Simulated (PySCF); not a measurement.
**Radial density of Be (beryllium, neutral)**

PBE, [He] 2s2, closed-shell 1S. Computed with PySCF 2.14 in def2-TZVP (5s3p1d, 19 functions), with no relativity, point nucleus.

```
r (bohr)  4πr²ρ (e/bohr)
 0.00661         0.01834
  0.0111         0.05025
  0.0187          0.1334
  0.0314          0.3416
  0.0529          0.8147
  0.0889           1.737
   0.150           3.062
   0.252           3.968
   0.423           3.114
   0.712           1.134
    1.20          0.5263
    2.01          0.8017
    3.39          0.4170
    5.70         0.04157
    9.59       0.0003300
```
